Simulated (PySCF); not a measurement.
CH12OSi4, SMILES O[Si@H](C[SiH3])[SiH2][SiH3]. Atoms are numbered in the order given.

```xyz
18

O     -1.1162    -1.3088    -1.9634
Si    -0.0524    -1.2181    -0.6734
C     -0.9680    -1.0751     0.9642
Si    -2.2534     0.3010     1.0142
Si     1.2490     0.7033    -1.0125
Si     2.1487     1.3343     1.0606
H     -1.6683    -2.0950    -2.0156
H      0.8307    -2.4314    -0.6271
H     -0.2222    -0.8946     1.7596
H     -1.4573    -2.0345     1.2083
H     -2.7562     0.5109     2.4069
H     -1.6513     1.5822     0.5310
H     -3.4150    -0.0378     0.1382
H      2.3620     0.4320    -1.9766
H      0.4126     1.8224    -1.5479
H      3.0700     2.5060     0.9471
H      1.0395     1.6869     2.0024
H      2.9058     0.1860     1.6524
```
Charge 0, spin multiplicity 1.

The structure is a stationary point at PBE0-D3(BJ)/def2-SVP. The structure was generated by enumeration; whether it is a known compound was not checked. Other conformers were not sampled.

Level of theory: TDA-PBE/def2-SVPD in PySCF.

Vertical excitations. Gas-phase values at a fixed geometry.

Computed UV-visible absorptions:
```csv
state,energy (eV),λ (nm),f,main pairs
S1,5.65,220,0.022,HOMO→LUMO 89 %
S2,5.87,211,0.001,HOMO−1→LUMO 99 %
S3,6.05,205,0.020,"HOMO→LUMO+1 73 %, HOMO−2→LUMO 11 %"
S4,6.26,198,0.013,"HOMO−2→LUMO 51 %, HOMO−1→LUMO+1 31 %, HOMO→LUMO+3 11 %"
S5,6.28,197,0.006,"HOMO→LUMO+2 63 %, HOMO−1→LUMO+1 22 %"
S6,6.30,197,0.018,"HOMO−1→LUMO+1 43 %, HOMO→LUMO+2 22 %, HOMO→LUMO+3 15 %, HOMO−2→LUMO 15 %"
T1,5.13,242,0,HOMO→LUMO 97 %
T2,5.52,225,0,HOMO→LUMO+1 93 %
```
Triplets are in the Tamm–Dancoff approximation.
